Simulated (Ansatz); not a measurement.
Ideal-gas functions of F$_{2}$H$_{2}$S$_{2}$Zr, SMILES `[F][Zr]([F])([SH])[SH]` at 500 K and 1 bar, from an Ansatz frequency run at PBE0-D4/def2-TZVP.

Molar mass 195.37 g/mol, point group C2 (symmetry number 2), electronic degeneracy 1, moments of inertia 258.581, 355.464, 417.407 u Å². Harmonic wavenumbers (cm⁻¹, unscaled): 89, 96, 115, 121, 140, 144, 203, 373, 379, 497, 503, 673, 690, 2680, 2681.

Use S(trans) = R[1.5 ln M + 2.5 ln T − 1.1517]; rotational temperatures θ = 24.2544 K / I; S(rot) = R[ln(√π/σ · √(T³/θAθBθC)) + 1.5]; for each mode x = 1.438777 ν̃/T, S = R[x/(eˣ − 1) − ln(1 − e⁻ˣ)] and H = RT x/(eˣ − 1); 1 cm⁻¹ = 0.0119627 kJ/mol; R = 8.31446 J/(mol·K).

**Question.** By hand: the entropy, in J/(mol·K).

**Answer.** Translation 185.4. Rotation: θ = 0.0938, 0.0682, 0.0581 K, giving 121.8. Vibration, mode by mode: 19.66, 19.04, 17.55, 17.13, 15.93, 15.70, 12.90, 8.11, 7.99, 6.01, 5.93, 4.01, 3.86, 0.03, 0.03, in all 153.9. Electronic 0.0. Sum 461.1 J/(mol·K).

**Question.** By hand: H − E and G − E in kJ/mol, counted from the electronic energy.

**Answer.** Zero-point energy ½ × 9384 × 0.0119627 = 56.1; thermal vibration 35.1; translation, rotation and pV give 4 RT = 16.6. H − E = 107.8 kJ/mol, and G − E = 107.8 − 500 × 461.1/1000 = -122.8 kJ/mol.

Vibration gives 33 % of the entropy, 105.0 J/(mol·K) of it from the modes under 150 cm⁻¹: soft modes count most, and the harmonic formula is weakest for them. The sum counts one conformer and one mirror image; others add a mixing term.
